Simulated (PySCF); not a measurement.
## PBE0 on Ge⁺ (germanium, charge +1)

Configuration: [Ar] 3d10 4s2 4p1, 2P determinant. All numbers are calculated (PySCF 2.14, the spin-free X2C one-electron Hamiltonian (Gaussian nucleus), in jorge-DZP-DKH).

| Quantity | Value |
| --- | --- |
| Total energy | -2098.049 hartree |
| One-electron energy | -2911.568 hartree |
| Hartree (Coulomb) energy | 893.200 hartree |
| Exchange-correlation energy | -79.681 hartree |
| ⟨S²⟩ | 0.7503 |
| ⟨L²⟩ | 2.001 |
| Sum of ⟨r⟩ | 20.71 bohr |
| Sum of ⟨r²⟩ | 28.39 bohr² |
| Traceless quadrupole moment −½Σ⟨3z² − r²⟩ along its main axis | -3.16 e·bohr² |
| Langevin diamagnetic susceptibility | -22.5 ×10⁻⁶ cm³/mol |
| Time after the integrals | 0.43 s of wall time on 1 thread of Neoverse-V2 (shared host) |

| shell | electrons | mean orbital energy (hartree) | spread (hartree) | rms radius, mean of both spins (bohr) |
| --- | --- | --- | --- | --- |
| 1s α | 1 | -404.84451 | 0 | 0.0542 |
| 1s β | 1 | -404.84283 | 0 | 0.0542 |
| 2s α | 1 | -51.47372 | 0 | 0.228 |
| 2s β | 1 | -51.47319 | 0 | 0.228 |
| 2p α | 3 | -44.99999 | 0.00216 | 0.203 |
| 2p β | 3 | -44.99853 | 0.00547 | 0.203 |
| 3s α | 1 | -6.82096 | 0 | 0.670 |
| 3s β | 1 | -6.81844 | 0 | 0.670 |
| 3p α | 3 | -4.81785 | 0.00960 | 0.701 |
| 3p β | 3 | -4.81459 | 0.01687 | 0.701 |
| 3d α | 5 | -1.53213 | 0.01237 | 0.814 |
| 3d β | 5 | -1.52865 | 0.01811 | 0.814 |
| 4s α | 1 | -0.78488 | 0 | 2.19 |
| 4s β | 1 | -0.74385 | 0 | 2.19 |
| 4p α | 1 | -0.46589 | 0 | 2.82 |

Densities and radii are taken from the X2C orbitals without a picture-change correction, which distorts them close to the nucleus.
